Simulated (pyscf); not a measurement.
## Elimination: `[SiH3][S][In]([Cl])[Cl]` → `[SiH3][Cl]` + `[S]=[In][Cl]`

Gas phase, singlet surface, charge 0. Bonds broken: Cl1–In2, S4–Si5. Bonds formed: Cl1–Si5. Single points on ωB97X-D3(BJ)/def2-SVP structures (PySCF, gas phase).

Transition state (Å):

```xyz
8

Cl     0.4922    -0.6790     0.4007
In    -1.8413    -1.5684     0.6844
Cl    -1.8134    -3.3661     2.1135
S     -2.5818     0.0338    -0.7152
Si    -0.2411     1.0170    -1.0636
H     -0.8488     2.2410    -0.4843
H      1.2233     1.3504    -1.0597
H     -0.4858     0.6697    -2.4857
```

One imaginary mode, 186i cm⁻¹; descent along it reached the two sides named, in the forms told below.

```tsv
bond	change	reactant side (Å)	saddle	product side
Cl1–In2	breaks	2.324	2.513	2.8
S4–Si5	breaks	2.160	2.563	3.4
Cl1–Si5	forms	3.7	2.358	2.137
```

Electronic energies relative to the reactant's lowest minimum found (kcal/mol):

```
level                   barrier  reaction energy  reverse barrier
----------------------  -------  ---------------  ---------------
ωB97X-D3(BJ)/def2-TZVP     40.8            +45.0             -4.2
PBE/def2-TZVP              34.2            +32.4              1.8
r²SCAN/def2-TZVP           37.3            +37.1              0.2
B3LYP-D3(BJ)/def2-TZVP     38.0            +35.7              2.3
PBE0-D3(BJ)/def2-TZVP      37.8            +39.1             -1.4
M06-2X/def2-TZVP           40.0            +39.5              0.4
ωB97M-D3(BJ)/def2-TZVP     39.6            +37.9              1.7
HF/def2-TZVP               50.8            +37.3             13.6
```

With ωB97M-D3(BJ)/def2-TZVP energies and thermal terms (ideal gas, 1 atm, RRHO with modes under 100 cm⁻¹ raised to 100, one conformer, R ln 2 for chiral ones without a mode under 150 cm⁻¹), in kcal/mol:

```
T (K)   ΔH‡   ΔG‡     ΔH     ΔG
-----  ----  ----  -----  -----
298    38.9  39.9  +37.1  +27.6
600    38.4  41.1  +36.2  +18.4
900    37.8  42.6  +35.3   +9.7
1200   37.2  44.3  +34.4   +1.4
```

On the product side the descent ends in an adduct with a Cl–In contact, 9.7 kcal/mol under the separated species and 5.5 kcal/mol under the saddle at ωB97X-D3(BJ)/def2-TZVP. At ωB97X-D3(BJ)/def2-TZVP, PBE0-D3(BJ) the saddle lies under the separated products, which points to a path from their complex (located at ωB97X-D3(BJ) alone), and parting the products costs more than the saddle. What is counted as broken (Cl–In) persists as a longer contact in the product adduct; parting that adduct is a step of its own. One saddle was located; it need not be the lowest between these sides. Elements past Kr carry the def2 core potentials, without spin-orbit coupling.
